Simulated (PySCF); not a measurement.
B3LYP has the VWN-RPA correlation part, as in Gaussian. 

Z-matrix (Å, degrees):
```
Y
N 1 2.1575
H 2 1.0298 1 127.52
H 2 1.0298 3 104.98 1 179.93
N 1 2.1576 2 119.94 3 179.88
H 5 1.0298 1 127.64 2 -179.69
H 5 1.0298 6 104.97 1 -179.97
N 1 2.1576 2 119.96 3 0.11
H 8 1.0298 1 127.62 2 179.66
H 8 1.0298 9 104.97 1 179.96
```
Charge 0, spin multiplicity 1.

**Question.** Estimate the LUMO, charge on the central atom (Mulliken) and HOMO–LUMO gap that B3LYP-D3(BJ)/def2-TZVP // PBE-D3(BJ)/def2-SVP run with PySCF returns for this input.

**Answer.** 
The LUMO comes out as -1.45 eV and the charge on the central atom (Mulliken) comes out as 1.41 e. The HOMO–LUMO gap comes out as 4.61 eV.
